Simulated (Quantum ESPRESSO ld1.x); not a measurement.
Task: These are the eigenvalues of the occupied orbitals of an atom or ion with whole-number occupations (eV). All-electron calculation, Dirac Kohn-Sham, PBE, spin-unpolarised, spherical densities, point nucleus. Program: ld1.x of Quantum ESPRESSO 7.5.

| orbital | eigenvalue |
|---|---|
| 1s1/2 | -63181.8 |
| 2s1/2 | -10762.5 |
| 2p1/2 | -10272.0 |
| 2p3/2 | -9154.41 |
| 3s1/2 | -2452.17 |
| 3p1/2 | -2235.48 |
| 3p3/2 | -1997.09 |
| 3d3/2 | -1629.81 |
| 3d5/2 | -1577.77 |
| 4s1/2 | -501.942 |
| 4p1/2 | -413.750 |
| 4p3/2 | -359.531 |
| 4d3/2 | -214.685 |
| 4d5/2 | -204.790 |
| 5s1/2 | -78.2359 |
| 5p1/2 | -53.7606 |
| 5p3/2 | -46.7537 |
| 4f5/2 | -27.6884 |
| 4f7/2 | -26.1624 |
| 6s1/2 | -17.5766 |

Which element is it, and in what charge state? The configuration may be excited. Open shells, if any, are shared by 2j + 1.

Result: Z = 71, lutetium, charge +2: Lu2+ in [Xe] 4f14 6s1. The list shows which subshells hold electrons but not how many an open one holds; the 1s level, -2321.9 hartree, gives Z - s = 68.1 by -(Z - s)^2/2, which with screening and relativity narrows Z to a few neighbours, and the depths of the outer levels then fix element, charge and occupations together.
